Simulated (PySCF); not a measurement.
Species: C4H10Si.
Atom-mapped SMILES: `[CH2:1]1[CH2:2][CH2:3][SiH2:4][CH2:5]1` (hydrogens: H6, H7 on C1; H8, H9 on C2; H10, H11 on C3; H12, H13 on Si4; H14, H15 on C5)

Method: PBE0-D3(BJ)/def2-SVP geometry optimisation, gas phase (PySCF); density fitting, grid level 1; the optimiser is geomeTRIC in internal coordinates, started from a GFN2-xTB structure.

Step 0: E = -12175.2327 eV
```
atom  x, y, z in Å  |  force x, y, z in eV/Å
C1      0.4287   -0.7431    0.9727   -0.063   0.013  -0.493
C2     -0.7686   -1.0459    0.0759    0.165   0.410   0.259
C3     -1.3070    0.2834   -0.4589    0.172  -0.112  -0.162
Si4     0.2514    1.3293   -0.7907   -0.191  -0.911   0.561
C5      1.3902    0.1598    0.1949   -0.162   0.146   0.145
H6      0.9181   -1.6637    1.2986    0.157  -0.256   0.201
H7      0.0808   -0.2173    1.8650   -0.129   0.120   0.364
H8     -1.5359   -1.6009    0.6205   -0.249  -0.242   0.085
H9     -0.4365   -1.6660   -0.7597    0.085  -0.301  -0.274
H10    -1.9295    0.7549    0.3025   -0.202   0.294   0.266
H11    -1.9392    0.1264   -1.3309   -0.276   0.059  -0.359
H12     0.1602    2.6737   -0.2134   -0.001   0.555   0.144
H13     0.6000    1.4058   -2.2116    0.155   0.116  -0.560
H14     1.9989   -0.4458   -0.4779    0.213  -0.156  -0.351
H15     2.0795    0.6654    0.8691    0.326   0.266   0.174
```

**Question.** Estimate the geometry and energy of step 1. (The exact step hangs on the optimiser's Hessian estimate; all steps are aligned on step 0, rigid shifts and turns removed.)

**Answer.** E = -12175.2895 eV, largest force 0.158 eV/Å
```
atom  x, y, z in Å  |  force x, y, z in eV/Å
C1      0.4340   -0.7501    0.9755   -0.023   0.012  -0.134
C2     -0.7752   -1.0501    0.0799    0.059   0.118   0.062
C3     -1.3234    0.2814   -0.4657   -0.013  -0.070  -0.058
Si4     0.2472    1.3114   -0.7796   -0.036  -0.132   0.079
C5      1.4049    0.1620    0.2028    0.011   0.016   0.097
H6      0.9277   -1.6770    1.3113   -0.028   0.007   0.032
H7      0.0811   -0.2275    1.8822    0.017  -0.017   0.024
H8     -1.5493   -1.6165    0.6236    0.021  -0.032  -0.019
H9     -0.4430   -1.6844   -0.7609   -0.032  -0.025  -0.002
H10    -1.9462    0.7787    0.2974    0.031   0.021   0.002
H11    -1.9611    0.1412   -1.3527    0.022   0.026   0.021
H12     0.1584    2.6911   -0.2042    0.015   0.007  -0.063
H13     0.6111    1.4028   -2.2294    0.006   0.057   0.024
H14     2.0184   -0.4342   -0.4940   -0.031   0.014  -0.029
H15     2.1066    0.6874    0.8699   -0.019   0.000  -0.037
```

The energy changes by -0.0568 eV. The first-order estimate −F·Δx gives -0.1115 eV and the mean of the old and new forces, exact on a quadratic surface, -0.0573 eV. The step makes an angle of 50° with the force vector and moves no atom by more than 0.035 Å.

The cost below is that of the whole optimisation. On an Arm Neoverse V2 with one thread, no GPU, shared host with 96 logical CPUs at a one-minute load of 59, this took 26 s wall and 0.53 GiB of memory at its peak.
